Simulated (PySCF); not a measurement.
Ge²⁺: ionisation energy

Ge²⁺ [Ar] 3d10 4s2 (1S) → Ge³⁺ [Ar] 3d10 4s1 (2S), as a difference of total energies. Computed with PySCF 2.14 in x2c-TZVPPall, with the spin-free X2C one-electron Hamiltonian (Gaussian nucleus). Correlated levels: valence: [Ar] 3d10 frozen; valence and next inner shell: [Ne] frozen. The calculations carry no spin-orbit coupling.

| method | ionisation energy (eV) |
| --- | --- |
| UHF | 32.176 |
| LDA | 34.793 |
| PBE | 34.388 |
| PBE0 | 34.021 |
| r2SCAN | 34.017 |
| MN15 | 33.795 |
| TPSSh | 33.946 |
| TPSS | 34.057 |
| r2SCANh | 33.935 |
| MP2 (valence) | 32.935 |
| SCS-MP2 (valence) | 33.086 |
| MP2 (valence and next inner shell) | 33.374 |
| SCS-MP2 (valence and next inner shell) | 33.438 |

Errors of the correlated levels include the incompleteness of this basis and the frozen core.

MP2 underrates the near-degeneracy of ns² with np² in the lower species.

Task: Which method comes closest to the reference value, and which is furthest?

Result: The reference is 34.058 eV (measured; NIST Atomic Spectra Database, ionization energies). Closest: TPSS (error -0.001 eV); furthest: UHF (error -1.882 eV).
